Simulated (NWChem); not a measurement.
System: C$_{2}$H$_{6}$Sb cation; SMILES [CH3][Sb+][CH3]

NWChem input:

```
start job
memory heap 200 mb stack 900 mb global 1100 mb
charge 1
geometry units angstroms noautosym nocenter noautoz
  Sb     0.000000     0.000000     0.368381
  C      1.586657    -0.008063    -1.066441
  H      1.721171    -1.081228    -1.350820
  H      2.534925     0.352943    -0.624695
  H      1.312445     0.547897    -1.985742
  C     -1.586657     0.008063    -1.066441
  H     -1.312445    -0.547897    -1.985742
  H     -1.721171     1.081228    -1.350820
  H     -2.534925    -0.352943    -0.624695
end
basis spherical
  Sb library def2-svpd
  C library def2-svpd
  H library def2-svpd
end
ecp
  Sb library def2-ecp
end
dft
  xc xpbe96 cpbe96
  iterations 150
end
property
  response 1 0.0
end
task dft property
```

NWChem printed, in part:

```
             Northwest Computational Chemistry Package (NWChem) 7.3.0
             --------------------------------------------------------

                             Geometry "geometry" -> ""
                             -------------------------

 Output coordinates in angstroms (scale by  1.889725989 to convert to a.u.)

  No.       Tag          Charge          X              Y              Z
 ---- ---------------- ---------- -------------- -------------- --------------
    1 Sb                  51.0000     0.00000000     0.00000000     0.36838100
    2 C                    6.0000     1.58665700    -0.00806300    -1.06644100
    3 H                    1.0000     1.72117100    -1.08122800    -1.35082000
    4 H                    1.0000     2.53492500     0.35294300    -0.62469500
    5 H                    1.0000     1.31244500     0.54789700    -1.98574200
    6 C                    6.0000    -1.58665700     0.00806300    -1.06644100
    7 H                    1.0000    -1.31244500    -0.54789700    -1.98574200
    8 H                    1.0000    -1.72117100     1.08122800    -1.35082000
    9 H                    1.0000    -2.53492500    -0.35294300    -0.62469500

 Effective nuclear repulsion energy (a.u.)     242.5012313676

                                 NWChem DFT Module
                                 -----------------

 Summary of "ao basis" -> "ao basis" (spherical)
 ------------------------------------------------------------------------------
       Tag                 Description            Shells   Functions and Types
 ---------------- ------------------------------  ------  ---------------------
 Sb                        def2-svpd                12       32   5s4p3d
 C                         def2-svpd                 8       20   4s2p2d
 H                         def2-svpd                 4        8   2s2p

            General Information
            -------------------
          SCF calculation type: DFT
          Wavefunction type:  closed shell.
          No. of atoms     :     9
          No. of electrons :    40
           Alpha electrons :    20
            Beta electrons :    20
          Charge           :     1
          Spin multiplicity:     1
          Use of symmetry is: off; symmetry adaption is: off
          Maximum number of iterations: 150
          AO basis - number of functions:   120
                     number of shells:    52
          Convergence on energy requested:  1.00D-06
          Convergence on density requested:  1.00D-05
          Convergence on gradient requested:  5.00D-04

              XC Information
              --------------
          PerdewBurkeErnzerhof Exchange Functional  1.000
            Perdew 1991 LDA Correlation Functional  1.000 local
           PerdewBurkeErnz. Correlation Functional  1.000 non-local

             Grid Information
             ----------------
          Grid used for XC integration:  medium
          Radial quadrature: Mura-Knowles
          Angular quadrature: Lebedev.
          Tag              B.-S. Rad. Rad. Pts. Rad. Cut. Ang. Pts.
          ---              ---------- --------- --------- ---------
          Sb                  1.45      123          10.0       590
          C                   0.70       49          11.0       434
          H                   0.35       45          13.0       434
          Grid pruning is: on
          Number of quadrature shells:   491
          Spatial weights used:  Erf1

      Superposition of Atomic Density Guess
      -------------------------------------

 Sum of atomic energies:        -355.85427015

 Renormalizing density from      41.00 to     40

      Non-variational initial energy
      ------------------------------

 Total energy =    -315.714925
 1-e energy   =    -755.920502
 2-e energy   =     313.520883
 HOMO         =      -0.578452
 LUMO         =      -0.427660

   convergence    iter        energy       DeltaE   RMS-Dens  Diis-err
 ---------------- ----- ----------------- --------- --------- ---------
 d= 0,ls=0.0,diis     1   -319.5216889002 -4.46D+02  1.34D-02  8.16D-01
 d= 0,ls=0.0,diis     2   -319.4888131085  3.29D-02  7.44D-03  7.39D-01
 d= 0,ls=0.0,diis     3   -319.5644928121 -7.57D-02  3.14D-03  1.85D-01
 d= 0,ls=0.0,diis     4   -319.5910536566 -2.66D-02  8.88D-04  3.52D-03
 d= 0,ls=0.0,diis     5   -319.5915516647 -4.98D-04  1.82D-04  3.53D-04
  Resetting Diis
 d= 0,ls=0.0,diis     6   -319.5916249236 -7.33D-05  1.78D-05  1.85D-06
 d= 0,ls=0.0,diis     7   -319.5916251530 -2.29D-07  4.22D-06  3.01D-08

         Total DFT energy =     -319.591625152973
      One electron energy =     -768.356263226823
           Coulomb energy =      354.076832608827
    Exchange-Corr. energy =      -31.996888543920
 Nuclear repulsion energy =      126.684694008942

 Numeric. integr. density =       40.000005364402

                       DFT Final Molecular Orbital Analysis
                       ------------------------------------

 Vector   18  Occ=2.000000D+00  E=-5.478123D-01
              MO Center=  3.4D-07, -9.4D-08, -1.2D+00, r^2= 4.0D+00
   Bfn.  Coefficient  Atom+Function         Bfn.  Coefficient  Atom+Function
  ----- ------------  ---------------      ----- ------------  ---------------
    38      0.319364  2 C  py                82     -0.319364  6 C  py
    53     -0.261968  3 H  s                105     -0.261968  8 H  s
    41      0.160629  2 C  py                85     -0.160629  6 C  py
    69      0.146397  5 H  s                 97      0.146397  7 H  s
    61      0.107086  4 H  s                113      0.107086  9 H  s

 Vector   19  Occ=2.000000D+00  E=-4.846022D-01
              MO Center= -2.0D-08,  2.2D-09, -5.8D-01, r^2= 3.6D+00
   Bfn.  Coefficient  Atom+Function         Bfn.  Coefficient  Atom+Function
  ----- ------------  ---------------      ----- ------------  ---------------
    12      0.419297  1 Sb px                37     -0.296576  2 C  px
    81     -0.296576  6 C  px                15      0.197126  1 Sb px
    61     -0.162597  4 H  s                113      0.162597  9 H  s
     9     -0.149661  1 Sb px                40     -0.147014  2 C  px
    84     -0.147014  6 C  px                39      0.132320  2 C  pz

 Vector   20  Occ=2.000000D+00  E=-4.464781D-01
              MO Center=  2.2D-08,  8.0D-11,  3.5D-02, r^2= 3.5D+00
   Bfn.  Coefficient  Atom+Function         Bfn.  Coefficient  Atom+Function
  ----- ------------  ---------------      ----- ------------  ---------------
    14      0.488310  1 Sb pz                 3      0.295731  1 Sb s
     4      0.259767  1 Sb s                 39     -0.223832  2 C  pz
    83     -0.223832  6 C  pz                17      0.201973  1 Sb pz
    11     -0.173710  1 Sb pz                37      0.141320  2 C  px
    81     -0.141320  6 C  px                 8     -0.139558  1 Sb pz

 Vector   21  Occ=0.000000D+00  E=-3.802712D-01
              MO Center=  1.1D-09, -2.0D-09,  2.4D-01, r^2= 2.9D+00
   Bfn.  Coefficient  Atom+Function         Bfn.  Coefficient  Atom+Function
  ----- ------------  ---------------      ----- ------------  ---------------
    13      0.668689  1 Sb py                16      0.464522  1 Sb py
    10     -0.226304  1 Sb py                 7     -0.180917  1 Sb py
    53      0.121586  3 H  s                105     -0.121586  8 H  s
    54      0.113857  3 H  s                106     -0.113857  8 H  s
    38     -0.103337  2 C  py                82     -0.103337  6 C  py

 Vector   22  Occ=0.000000D+00  E=-2.228519D-01
              MO Center= -1.7D-09, -2.7D-10,  2.8D-01, r^2= 4.6D+00
   Bfn.  Coefficient  Atom+Function         Bfn.  Coefficient  Atom+Function
  ----- ------------  ---------------      ----- ------------  ---------------
    36      0.517263  2 C  s                 80     -0.517263  6 C  s
    15      0.460298  1 Sb px                12      0.450399  1 Sb px
    40      0.212854  2 C  px                84      0.212854  6 C  px
    62     -0.203497  4 H  s                114      0.203497  9 H  s
    31     -0.202267  1 Sb d  1              34     -0.198916  2 C  s

 Vector   23  Occ=0.000000D+00  E=-1.919937D-01
              MO Center=  1.3D-08, -3.3D-09, -1.9D-01, r^2= 5.3D+00
   Bfn.  Coefficient  Atom+Function         Bfn.  Coefficient  Atom+Function
  ----- ------------  ---------------      ----- ------------  ---------------
    36      0.734308  2 C  s                 80      0.734308  6 C  s
    17     -0.540385  1 Sb pz                 4      0.391476  1 Sb s
    14     -0.363775  1 Sb pz                70     -0.365534  5 H  s
    98     -0.365534  7 H  s                  5     -0.352536  1 Sb s
     3      0.318934  1 Sb s                 42     -0.252642  2 C  pz

     Multipole analysis of the density
     ---------------------------------

     L   x y z        total         alpha         beta         nuclear
     -   - - -        -----         -----         ----         -------
     0   0 0 0      1.000000    -20.000000    -20.000000     41.000000

     1   1 0 0      0.000000      0.000000      0.000000      0.000000
     1   0 1 0     -0.000000     -0.000000     -0.000000      0.000000
     1   0 0 1     -0.514384     11.314586     11.314586    -23.143555

     2   2 0 0    -21.450594   -104.343137   -104.343137    187.235679
     2   1 1 0     -0.364004      0.974912      0.974912     -2.313827
     2   1 0 1     -0.000000     -0.000000     -0.000000     -0.000000
     2   0 2 0    -23.972940    -17.679475    -17.679475     11.386010
     2   0 1 1      0.000000      0.000000      0.000000      0.000000
     2   0 0 2    -24.258237    -64.061359    -64.061359    103.864482

 *** CALLING NEW AORESP DRIVER FOR CLOSED AND OPEN SHELLS ***
 Entering AOResponse driver routine

--------------------------------------------------------------------------------

          -----------------------------------------------
          Solving response equations for perturbing field
          -----------------------------------------------

 number of frequencies:     1
 frequency in a.u.:  0.0000000E+00
 Perturbing field: electric
 Using El. Dipole Length Gauge

 Setting up CPKS with frequency omega =      0.00000000 a.u.

 STATIC response

                                NWChem CPHF Module
                                ------------------

  scftype          =     RHF
  nclosed          =       20
  nopen            =        0
  variables        =     2000
  # of vectors     =        3
  tolerance        = 0.10D-03
  level shift      = 0.00D+00
  max iterations   =       50
  max subspace     =       30

 SCF residual:    4.3504572790000265E-004

Iterative solution of linear equations
  No. of variables     2000
  No. of equations        3
  Maximum subspace       30
        Iterations       50
       Convergence  1.0D-04

   iter   nsub   residual    time
   ----  ------  --------  ---------
     1      3    8.11D+00      21.7
     2      6    2.52D+00      25.7
     3      9    4.07D-01      29.6
     4     12    6.44D-02      33.4
     5     15    1.02D-02      37.1
     6     18    2.15D-03      40.5
     7     21    7.59D-05      44.0

 Electric Dipole Response Matrix (nonzero elements):

              1        2        3
    1   72.0821  -0.8880  -0.0000
    2   -0.8880  44.6314   0.0000
    3   -0.0000   0.0000  60.3231

 ------------------------------------------
 average:        59.01221 + I       0.00000

 DFT Linear Response polarizability / au
 Frequency  =       0.0000000 / au
              X              Y              Z
 -----------------------------------------------
 X      72.0821046     -0.8879936     -0.0000001
 Y      -0.8880432     44.6313979      0.0000000
 Z      -0.0000001      0.0000000     60.3231262
 -----------------------------------------------
 Eigenvalues =      72.1108000     44.6027025     60.3231262
 Isotropic   =      59.0122095
 Anisotropic =      23.9037278
 -----------------------------------------------

 Magnetic Dipole Response Matrix (nonzero elements):

 Exiting AOResponse driver routine
```

Level: PBE/def2-SVPD with def2 effective core potentials on Sb. Geometry: optimised at PBE-D3(BJ)/def2-SVP. def2 effective core potentials on Sb; no spin-orbit coupling.
